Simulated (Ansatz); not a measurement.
Geometry optimisation, Ansatz, RKS PBE/def2-SVPD.

Input file:

```yaml
crystal:
  periodic: [false, false, false]
  atoms:
    - { symbol: S, position_ang: [-0.8313, 1.047, -1.6344] }
    - { symbol: C, position_ang: [-0.2598, 0.2283, -0.3751] }
    - { symbol: "N", position_ang: [-0.8135, -0.5389, 0.4688] }
    - { symbol: Si, position_ang: [1.1453, -0.2441, 0.5953] }
    - { symbol: H, position_ang: [-2.1454, 0.6869, -1.4827] }
    - { symbol: H, position_ang: [0.11304, 1.13671, -0.84827] }
    - { symbol: H, position_ang: [1.694, -1.6037, 0.4383] }
basis:
  gaussian: { orbitals: def2-SVPD }
hamiltonian:
  xc: pbe
relax:
  f_tol: 0.02
  max_steps: 50
```

Run as:

```bash
$ ansatz run input.yaml --threads 2 --pin off --max-ram 3072MiB --backend cpu --events-out ev --progress --plain --runs-dir out
```

Where does it end, and by what steps?

The forces met the threshold. After 23 steps the energy has fallen by 7.632 eV; N3 moved furthest, 1.29 Å. The start is strongly strained (largest force component 10 eV/Å), so its close contacts needn't be bonds. Parted: S1–H6 (1.23 → 2.41 Å), C2–Si4 (1.77 → 2.95 Å).

```json
{"step": "0", "energy less start (eV)": "0.0000", "largest force component (eV/Å)": "10.131", "accepted": "yes"}
{"step": "1", "energy less start (eV)": "-2.4810", "largest force component (eV/Å)": "5.536", "accepted": "yes"}
{"step": "2", "energy less start (eV)": "-4.0453", "largest force component (eV/Å)": "2.416", "accepted": "yes"}
{"step": "3", "energy less start (eV)": "-5.1913", "largest force component (eV/Å)": "2.271", "accepted": "yes"}
{"step": "4", "energy less start (eV)": "-5.9005", "largest force component (eV/Å)": "1.438", "accepted": "yes"}
{"step": "5", "energy less start (eV)": "-6.2574", "largest force component (eV/Å)": "1.273", "accepted": "yes"}
{"step": "6", "energy less start (eV)": "-6.4566", "largest force component (eV/Å)": "1.088", "accepted": "yes"}
{"step": "7", "energy less start (eV)": "-6.7478", "largest force component (eV/Å)": "0.569", "accepted": "yes"}
{"step": "8", "energy less start (eV)": "-7.0015", "largest force component (eV/Å)": "1.222", "accepted": "yes"}
{"step": "9", "energy less start (eV)": "-7.2550", "largest force component (eV/Å)": "1.696", "accepted": "yes"}
{"step": "10", "energy less start (eV)": "-7.4219", "largest force component (eV/Å)": "1.754", "accepted": "yes"}
{"step": "11", "energy less start (eV)": "-7.5415", "largest force component (eV/Å)": "1.124", "accepted": "yes"}
{"step": "12", "energy less start (eV)": "-7.5943", "largest force component (eV/Å)": "0.355", "accepted": "yes"}
{"step": "13", "energy less start (eV)": "-7.5921", "largest force component (eV/Å)": "0.809", "accepted": "no"}
{"step": "14", "energy less start (eV)": "-7.6180", "largest force component (eV/Å)": "0.204", "accepted": "yes"}
{"step": "15", "energy less start (eV)": "-7.6292", "largest force component (eV/Å)": "0.119", "accepted": "yes"}
{"step": "16", "energy less start (eV)": "-7.6299", "largest force component (eV/Å)": "0.072", "accepted": "yes"}
{"step": "17", "energy less start (eV)": "-7.6306", "largest force component (eV/Å)": "0.100", "accepted": "yes"}
{"step": "18", "energy less start (eV)": "-7.6300", "largest force component (eV/Å)": "0.128", "accepted": "no"}
{"step": "19", "energy less start (eV)": "-7.6304", "largest force component (eV/Å)": "0.110", "accepted": "no"}
{"step": "20", "energy less start (eV)": "-7.6319", "largest force component (eV/Å)": "0.032", "accepted": "yes"}
{"step": "21", "energy less start (eV)": "-7.6319", "largest force component (eV/Å)": "0.032", "accepted": "yes"}
{"step": "22", "energy less start (eV)": "-7.6320", "largest force component (eV/Å)": "0.026", "accepted": "yes"}
{"step": "23", "energy less start (eV)": "-7.6322", "largest force component (eV/Å)": "0.012", "accepted": "yes"}
```

```xyz
7
Properties=species:S:1:pos:R:3
S -1.589 1.021 -1.724
C -0.084 0.958 -0.770
N 0.255 0.052 0.043
Si 0.550 -0.985 1.357
H -2.102 -0.148 -1.244
H 0.559 1.834 -0.992
H 1.312 -2.019 0.492
```

Whether the end is a true minimum wasn't checked by a vibrational analysis.

Run time: 38 s on 2 threads of Intel(R) Xeon(R) Platinum 8488C (Sapphire Rapids), with other jobs on the host, peak memory 0.16 GiB.
